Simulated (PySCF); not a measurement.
F4S, SMILES S(F)(F)(F)F. Geometry: PBE-D3(BJ)/def2-SVP.

Method: PBE-D3(BJ)/def2-SVP (PySCF 2.14.0).

Harmonic wavenumbers (cm⁻¹): 195, 307, 405, 463, 469, 558, 789, 808, 830. Rotational constants (GHz): 6.138, 3.840, 3.034; symmetry number 2.

Question: Work out the zero-point energy and the ideal-gas rigid-rotor harmonic-oscillator thermochemistry at 298.15 K and 1 atm.

Answer: ZPE = ½ Σ hcν = ½ × 4825 cm⁻¹ = 6.90 kcal/mol. H − E(el) = 10.65 kcal/mol. Entropy in cal/(mol K): translation 39.95, rotation 24.53, vibration 7.13, total 71.61. G − E(el) = -10.70 kcal/mol. Cp = 18.60 cal/(mol K).
